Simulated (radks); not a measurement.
Values are calculated unless marked as measured or tabulated.
All-electron atom: Au XLVII in [Ar] 3d10 4s2 4p3. Code: a radial shooting solver on a logarithmic mesh with Libxc functionals. Model: Dirac Kohn-Sham, LB94 model potential, spin-unpolarised, spherical densities, finite nucleus; open shells fill j = l - 1/2 first; Fermi nuclear charge, rms radius 5.4371 fm.

Unscreened Slater integrals over Kohn-Sham orbitals (hartree). Large and small components are both included. Empty in this configuration: 4d3/2.

F0(4p3/2,4p3/2): 2.3707
F2(4p3/2,4p3/2): 1.2258
F0(4p3/2,4p1/2): 2.4379
G2(4p3/2,4p1/2): 1.2255
F0(4p3/2,4s1/2): 2.4218
G1(4p3/2,4s1/2): 1.6148
F0(4p3/2,3d5/2): 3.0058
F2(4p3/2,3d5/2): 0.87461
G1(4p3/2,3d5/2): 0.28065
G3(4p3/2,3d5/2): 0.28538
F0(4p3/2,4d3/2): 2.4123
F2(4p3/2,4d3/2): 1.2198
G1(4p3/2,4d3/2): 1.4704
G3(4p3/2,4d3/2): 0.95228
F0(4p1/2,4p1/2): 2.5149
F0(4p1/2,4s1/2): 2.4957
G1(4p1/2,4s1/2): 1.6572
F0(4p1/2,3d5/2): 3.1538
G3(4p1/2,3d5/2): 0.31219
F0(4p1/2,4d3/2): 2.4867
G1(4p1/2,4d3/2): 1.5835
F0(4s1/2,4s1/2): 2.4791
F0(4s1/2,3d5/2): 3.1034
G2(4s1/2,3d5/2): 0.29773
F0(4s1/2,4d3/2): 2.4688
G2(4s1/2,4d3/2): 1.2071
F0(3d5/2,3d5/2): 5.4765
F2(3d5/2,3d5/2): 2.8087
F4(3d5/2,3d5/2): 1.8112
F0(3d5/2,4d3/2): 3.1379
F2(3d5/2,4d3/2): 0.96656
G2(3d5/2,4d3/2): 0.38167
G4(3d5/2,4d3/2): 0.30452
F0(4d3/2,4d3/2): 2.4672
F2(4d3/2,4d3/2): 1.2459
